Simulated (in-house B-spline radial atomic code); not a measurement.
Settings and results of a run for S V (S4+). Level of theory: non-relativistic BHandHLYP, spin-polarised, spherical fractional occupations, exact exchange averaged over the configuration, point nucleus; calculated with a B-spline radial code for spherical atoms.

Command:
```bash
python run_scf.py task.json out
```
Settings:
```
Z                16
configuration    [Ne] 3s2
hamiltonian      nr
method           bhandhlyp
spin_polarised   True
exact_exchange   averaged over the configuration
```

Output (hartree, bohr):
```
 radial grid: 43 intervals, B-splines of order 8, outer radius 14.6809 bohr

 iter        energy (Eh)    residual
    1        -390.944676    4.57e-01
    2        -393.627280    1.62e-01
    3        -393.854406    5.73e-02
    4        -393.884279    2.05e-02
    5        -393.888203    5.90e-03
    6        -393.888589    5.19e-05
    7        -393.888589    7.03e-06
    8        -393.888589    1.49e-07

 total energy                      -393.88859
 kinetic                             393.4658
 electron-nucleus                   -910.9161
 Hartree                             147.6032
 exact exchange                      -11.7600
 exchange-correlation                -12.2816

 orbital      occ     eigenvalue          <r>       <r^2>       <1/r>     <1/r^2>       r_max
 1s up      1.000       -92.3879    0.0972049   0.0127007     15.5638     488.934     0.06373
 1s down    1.000       -92.3879    0.0972049   0.0127007     15.5638     488.934     0.06373
 2s up      1.000       -10.5727     0.476258    0.269139     3.07271     38.9806      0.3882
 2s down    1.000       -10.5727     0.476258    0.269139     3.07271     38.9806      0.3882
 2p up      3.000        -8.4279     0.439552    0.240526     2.96645     12.3104      0.3258
 2p down    3.000        -8.4279     0.439552    0.240526     2.96645     12.3104      0.3258
 3s up      1.000        -2.5265      1.47712     2.48448    0.930312     5.19903       1.309
 3s down    1.000        -2.5265      1.47712     2.48448    0.930312     5.19903       1.309
```

Cost of the run: 0.17 s on 1 thread of AMD EPYC 7R43 64-Core Processor (shared host).
